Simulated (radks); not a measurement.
Results of a calculation; reference values are marked as such.
Q: Spin polarisation of the 4d3 shell in the molybdenum ion Mo3+. Start: [Kr] 4d(up 1.5, down 1.5); electrons of 4d are moved from spin down to spin up, other shells keep equal spins. Code: a radial shooting solver on a logarithmic mesh with Libxc functionals. Model: scalar-relativistic Kohn-Sham, r2SCAN, spin-polarised, spherical densities, finite nucleus; meta-GGA in the generalised Kohn-Sham scheme; Fermi nuclear charge, rms radius of each element as measured or else 0.836 A^(1/3) + 0.57 fm. Estimate the energy gained and the exchange splitting at a moment of 3 Bohr magnetons.

A: At moment 3 the spin-polarisation energy is -2.617 eV and the 4d exchange splitting 3.756 eV, that is 1.252 eV per Bohr magneton; E = -I m^2/4 would give I = 1.163 eV.
